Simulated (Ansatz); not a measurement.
A further run on `O[Si](O)(O)C12CC3CC(CC(C3)C1)C2`.

```yaml
crystal:
  periodic: [false, false, false]
  atoms:
    - {symbol: O, position_ang: [3.095381, -0.547046, -1.638808]}
    - {symbol: Si, position_ang: [2.591461, -0.217517, -0.068122]}
    - {symbol: O, position_ang: [3.090484, -1.465269, 0.943062]}
    - {symbol: O, position_ang: [3.304845, 1.216194, 0.447362]}
    - {symbol: C, position_ang: [0.723165, -0.061641, -0.018752]}
    - {symbol: C, position_ang: [0.257298, 1.069394, -0.973128]}
    - {symbol: C, position_ang: [-1.278534, 1.197267, -0.931340]}
    - {symbol: C, position_ang: [-1.914928, -0.135328, -1.373486]}
    - {symbol: C, position_ang: [-1.471552, -1.263635, -0.421350]}
    - {symbol: C, position_ang: [-1.918363, -0.929192, 1.015597]}
    - {symbol: C, position_ang: [-1.281865, 0.402358, 1.460652]}
    - {symbol: C, position_ang: [-1.725516, 1.528677, 0.506239]}
    - {symbol: C, position_ang: [0.254012, 0.273845, 1.421462]}
    - {symbol: C, position_ang: [0.064096, -1.394162, -0.462459]}
    - {symbol: H, position_ang: [3.644320, -1.347326, -1.706305]}
    - {symbol: H, position_ang: [3.745391, -1.183511, 1.604974]}
    - {symbol: H, position_ang: [3.908138, 1.602728, -0.210627]}
    - {symbol: H, position_ang: [0.730339, 2.030061, -0.674033]}
    - {symbol: H, position_ang: [0.595143, 0.851213, -2.009713]}
    - {symbol: H, position_ang: [-1.598729, 2.010064, -1.618616]}
    - {symbol: H, position_ang: [-3.023450, -0.048237, -1.373064]}
    - {symbol: H, position_ang: [-1.610605, -0.375144, -2.415593]}
    - {symbol: H, position_ang: [-1.930917, -2.223977, -0.741112]}
    - {symbol: H, position_ang: [-1.616588, -1.745331, 1.707654]}
    - {symbol: H, position_ang: [-3.026959, -0.858141, 1.064377]}
    - {symbol: H, position_ang: [-1.604524, 0.642435, 2.496884]}
    - {symbol: H, position_ang: [-2.830200, 1.649464, 0.544882]}
    - {symbol: H, position_ang: [-1.283637, 2.496645, 0.828543]}
    - {symbol: H, position_ang: [0.590128, -0.523200, 2.119824]}
    - {symbol: H, position_ang: [0.726345, 1.221555, 1.760547]}
    - {symbol: H, position_ang: [0.396169, -2.219479, 0.204515]}
    - {symbol: H, position_ang: [0.399673, -1.653773, -1.490038]}
basis:
  gaussian: {orbitals: cc-pVDZ}
hamiltonian: {xc: {name: wPBEh}}
```

```sh
$ ansatz run in.yaml --threads 6 --pin off --events-out ev --progress --plain --max-ram 7833MiB
```

Shortened log:

```
Functional definition: wPBEh
3638 factors; their error is unknown
208 factors; integrals over basis functions are off by at most 2.0e-7 eV
mean field evaluation 1: about -24644.6816 eV, gradient 1.0e2 eV
mean field evaluation 2: about -24614.7164 eV, gradient 1.6e2 eV
mean field evaluation 4: about -24667.4366 eV, gradient 7.1e0 eV
mean field evaluation 8: about -24667.5693 eV, gradient 4.7e-1 eV
mean field evaluation 16: about -24667.5590 eV, gradient 3.7e-4 eV
mean field -24667.55897803 eV, -906.5160721706 hartree, gradient 4.6e-5 eV, S^2 0.000000; 0 other end points of the search recorded, 0 dependent functions left out
reference -24667.55902527 eV, -906.5160739066 hartree; 58, 58 occupied and 232, 232 virtual orbitals, 3638 factors
Total energy: -24667.55902527 eV, -906.5160739066 hartree
```

Hardware: 6 threads of Intel Xeon on a shared host. Wall time 9 s, peak host memory 1.7 GiB.
